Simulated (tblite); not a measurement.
Species: C8H13ClSi.
Geometry (GFN2-xTB, Å), atoms numbered from 1 in this order:
```
atom  x, y, z in Å
C1     0.847    0.768    2.605
C2     0.869    0.868    1.412
C3     0.885    0.949   -0.031
C4     1.523   -0.314   -0.632
C5     2.993   -0.439   -0.250
Si6   -0.894    1.252   -0.704
Cl7   -0.729    1.652   -2.686
C8    -1.957   -0.286   -0.434
C9    -2.368   -1.059   -1.433
C10   -2.299   -0.607    0.991
H11    0.840    0.693    3.651
H12    1.508    1.810   -0.305
H13    1.433   -0.276   -1.720
H14    0.979   -1.194   -0.282
H15    3.560    0.409   -0.630
H16    3.102   -0.468    0.832
H17    3.418   -1.349   -0.667
H18   -1.475    2.428   -0.051
H19   -2.961   -1.945   -1.263
H20   -2.134   -0.838   -2.460
H21   -1.391   -0.681    1.588
H22   -2.853   -1.540    1.062
H23   -2.902    0.193    1.417
```

Computed values, GFN2-xTB/tblite, gas phase, harmonic and unscaled. Against measured fundamentals such values can be off by several per cent, at times by over 20. Modes of hydrogen on silicon can be 10 to 20 % off. One conformer, not necessarily the lowest.

Harmonic wavenumbers (cm⁻¹): 27.3, 39.9, 72.0, 92.2, 102.8, 125.5, 134.5, 150.9, 189.4, 224.6, 242.7, 274.9, 333.4, 358.6, 395.2, 422.7, 471.7, 505.8, 611.1, 623.7, 642.2, 659.3, 664.1, 688.4, 749.9, 817.1, 914.5, 937.9, 966.1, 993.3, 1017.6, 1044.5, 1060.6, 1108.3, 1110.8, 1177.5, 1218.7, 1238.9, 1291.7, 1340.2, 1402.1, 1413.9, 1422.4, 1476.2, 1485.8, 1488.3, 1500.8, 1504.6, 1677.0, 2233.5, 2283.2, 2900.8, 2968.9, 2982.3, 3007.6, 3023.0, 3026.7, 3028.9, 3033.6, 3037.6, 3074.6, 3116.8, 3396.0.

A = 1061, B = 753.1, C = 576.3 MHz; mass 172.048 u (most abundant isotopes); point group C1, symmetry number 1.

Zero-point energy?

½Σν̃ = 39763 cm⁻¹ = 475.67 kJ/mol.

What is S at 273.15 K and 1 bar for an ideal gas of classical rigid rotors and harmonic oscillators?

Translation 171.24, rotation 128.29, vibration 184.99: S = 484.5 J/(mol K).

And Cp and H(273.15 K) − H(0)?

Cp = 201.63 J/(mol K), of which vibrations give 168.38 (their classical limit is 63 R = 523.8); H(273.15 K) − H(0) = 34.33 kJ/mol without the zero-point energy, 25.25 from vibrations.

Which modes carry the vibrational entropy at 273.15 K?

27.3 cm⁻¹: 24.45; 39.9 cm⁻¹: 21.30; 72.0 cm⁻¹: 16.43; 92.2 cm⁻¹: 14.40; 102.8 cm⁻¹: 13.52; 125.5 cm⁻¹: 11.91 J/(mol K); the other 57 give 82.99 together.

Blend soft modes into free rotors: weight 1/[1 + (100 cm⁻¹/ν̃)⁴] for the oscillator and the rest for a rotor with moment μB/(μ + B), μ = h/(8π²ν), B = 10⁻⁴⁴ kg m². What vibrational entropy results?

166.12 J/(mol K) in place of 184.99, which changes −T·S at 273.15 K by +5.15 kJ/mol.

What must be added to the electronic energy to get the Gibbs energy at 273.15 K and 1 bar?

ZPE + [H(273.15 K) − H(0)] − T·S = 475.67 + 34.33 − 132.34 = 377.66 kJ/mol.

Hindered rotation and anharmonicity are outside this model. Other conformers, if any are populated, would add a mixing term that is left out. The structure is chiral; the term R ln 2 for an equal mix with its mirror image is left out.
